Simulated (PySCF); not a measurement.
SMILES F[Si](O)(O)F (H2F2O2Si) (PBE0/def2-SVP optimised geometry):

```
7

O     -1.223    -1.581     1.312
Si    -0.748    -0.750     0.000
O      0.876    -0.750     0.000
F     -1.331     0.750     0.000
F     -1.345    -1.396    -1.346
H     -2.163    -1.744     1.428
H      1.331    -0.231    -0.669
```

Calculation: PBE0/def2-TZVP (PySCF).

### Question
What are the frontier orbital energies and the dipole moment?

### Answer
HOMO-2 -10.92 eV, HOMO-1 -10.53 eV, HOMO -10.06 eV, LUMO 0.17 eV, LUMO+1 1.18 eV; dipole moment 0.33 D.

On the same geometry PySCF 2.14.0 with PBE/def2-TZVP gives HOMO-2 -9.02 eV, HOMO-1 -8.63 eV, HOMO -8.20 eV, LUMO -0.77 eV, LUMO+1 0.29 eV; dipole moment 0.30 D.

Meta-Löwdin charges at PBE0/def2-TZVP: O1 -0.74, Si2 1.74, O3 -0.74, F4 -0.50, F5 -0.50, H6 0.37, H7 0.37.
